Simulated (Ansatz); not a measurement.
Gas-phase electronic energies from Ansatz, PBE0-D4/def2-TZVP geometries. CBS: MP2 limit from def2 TZ/QZ plus the TZ coupled-cluster correction, frozen cores. This one scheme is used for every species. For Ge outer-core shells are correlated without core-valence functions, which leaves a few kJ/mol of doubt a bond. Scalar relativity is left out up to krypton. One conformer a species, not always the lowest.

Consider the ligand exchange at a Ge–C bond: `[CH3][Ge][Cl]` + CH₃OH → `C[O][Ge][Cl]` + CH₄.

```
        species  CCSD(T)/CBS(def2) energy (Eh)
`[CH3][Ge][Cl]`                    -2575.77362
          CH₃OH                     -115.61712
 `C[O][Ge][Cl]`                    -2650.97453
            CH₄                      -40.46206
```

Task: Work out ΔE.

Result: ΔE = (-2650.97453) + (-40.46206) − (-2575.77362) − (-115.61712) = -0.04585 Eh = -120.4 kJ/mol.

Largest T1 diagnostic among the species: 0.015.

The D4 term adds −3.0 kJ/mol with B3LYP and −1.7 kJ/mol with PBE0; it sums over pairs of atoms, weighted by their polarisabilities, and B3LYP, whose exchange is more repulsive, gets the larger term. From PBE to PBE0 (25 % exact exchange), in def2-TZVPP and without D4, ΔE moves by +7.2 kJ/mol. Leaving LDA and LC-ωPBE aside and taking each functional with its dispersion term where it has one, the values, not all of them listed here, spread over 19.0 kJ/mol, from BLYP-D4 to HSE06-D4. LDA lies −3.9 kJ/mol from PBE without D4.

B3LYP here is the variant with VWN-RPA as its local correlation; programs differ in this.
